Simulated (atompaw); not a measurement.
## Reading a pseudo-wave (Cl)

Columns: radius, all-electron u(r) and pseudo u(r) of the 3p shell (level -19.52 eV) of chlorine in the configuration [Ne] 3s2 3p4; LDA (PW92), non-relativistic, PAW (atompaw) scheme, atompaw 4.2.0.5.

```csv
r (bohr),all-electron,pseudo
0.044,0.0638,-0.0020
0.088,0.1784,-0.0082
0.133,0.2844,-0.0186
0.177,0.3546,-0.0327
0.221,0.3875,-0.0507
0.265,0.3864,-0.0722
0.310,0.3565,-0.0979
0.354,0.3058,-0.1261
0.398,0.2399,-0.1574
0.442,0.1639,-0.1912
0.487,0.0801,-0.2282
0.531,-0.0044,-0.2664
0.575,-0.0888,-0.3061
0.619,-0.1712,-0.3469
0.663,-0.2502,-0.3885
0.708,-0.3263,-0.4314
0.752,-0.3956,-0.4731
0.796,-0.4592,-0.5141
0.840,-0.5171,-0.5541
0.885,-0.5702,-0.5934
0.929,-0.6164,-0.6298
0.973,-0.6569,-0.6638
1.017,-0.6920,-0.6949
1.062,-0.7225,-0.7234
1.106,-0.7475,-0.7476
1.150,-0.7679,-0.7679
```

How many radial nodes do the two functions have?

The all-electron 3p function has n − l − 1 = 1; the pseudo-wave has 0, since the states of the same l below it are removed with the core.

Is the pseudo-wave norm-conserving?

No, it belongs to a PAW set: the norm inside the radius is not constrained, and the difference is carried by the augmentation charge.
